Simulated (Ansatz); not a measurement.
Total energies of K3H3 from Ansatz at CCSD(T)/def2-TZVPD, gas phase (1 Eh = 27.2114 eV = 2625.5 kJ/mol). The reference geometry is relaxed at PBE-D4/def2-TZVP.

Cartesian coordinates in Å:
```
K -1.575 -1.749 -0.823
K -0.878 2.196 0.795
K 2.452 -0.446 0.029
H -2.391 0.444 -0.051
H 0.857 -2.145 -0.771
H 1.535 1.700 0.820
```

```csv
state,geometry,energy (Eh)
charge 0 singlet,reference,-1799.77316
charge -1 doublet,reference,-1799.75825
free K atom (doublet),–,-599.32624
free H atom (doublet),–,-0.49981
```

Correlated methods freeze 15 core orbitals; core or outer-core shells of K are correlated, in sets that lack core-valence functions. In CCSD on the charge -1 doublet the largest single amplitude is 0.37, so its Hartree–Fock determinant may place the open shell otherwise than the density functionals do.

**Question.** Work out the vertical electron affinity, to the doublet.

**Answer.** E(charge 0 singlet) − E(charge -1 doublet) = -1799.77316 − (-1799.75825) = -0.01491 Eh = -0.41 eV; negative, so the extra electron isn't bound.

**Question.** What is the binding energy per atom against free atoms?

**Answer.** Atoms: 3 × (-599.32624) + 3 × (-0.49981) = -1799.47815 Eh. Binding: -1799.47815 − (-1799.77316) = 0.29501 Eh = 8.03 eV, or 1.34 eV for each of 6 atoms (no zero-point energy, no counterpoise term).

At CCSD(T)/def2-TZVPD T1 of the charge -1 doublet is large (up to 0.052), so the single-reference result is doubtful. At CCSD(T)/def2-TZVPD the highest occupied level of the charge -1 doublet lies above zero (up to 0.46 eV). By energy differences it is unbound by 0.41 eV (vertical, to the charge 0 singlet, at CCSD(T)/def2-TZVPD) and held by the finite basis. 

The structure comes from a short search, and lower isomers may exist.
